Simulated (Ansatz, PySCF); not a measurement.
Bond stretch in MgH, doublet.

Methods: UCCSD = CCSD on UHF/def2-SVP, frozen core in Ansatz (an electronic-structure program); UKS-B3LYP/LANL2DZ = unrestricted B3LYP/LANL2DZ, with its core potentials past Ne (PySCF); FCI = full CI/def2-SVP, frozen core run with Ansatz.

Energies relative to the lowest point of each curve near equilibrium, in mEh:

```tsv
R / Å	UCCSD	UKS-B3LYP/LANL2DZ
1.50	11.3	12.0
1.57	5.2	5.6
1.65	1.3	1.5
1.77	0.1	0.1
1.90	3.0	2.8
2.02	7.8	7.6
2.37	25.1	26.3
3.11	43.5	52.0
3.48	44.6	56.3
3.85	44.7	58.1
4.77	44.6	59.1
6.88	44.6	59.5
```

Estimate the FCI values at these points.

1.50: 11.4; 1.57: 5.2; 1.65: 1.3; 1.77: 0.1; 1.90: 2.9; 2.02: 7.6; 2.37: 25.1; 3.11: 44.0; 3.48: 45.1; 3.85: 45.2; 4.77: 45.2; 6.88: 45.2 (mEh).

The unrestricted determinant behind UCCSD is spin-contaminated at 2.37 to 3.11 Å (<S²> up to 0.9, against 0.75 for a pure doublet).
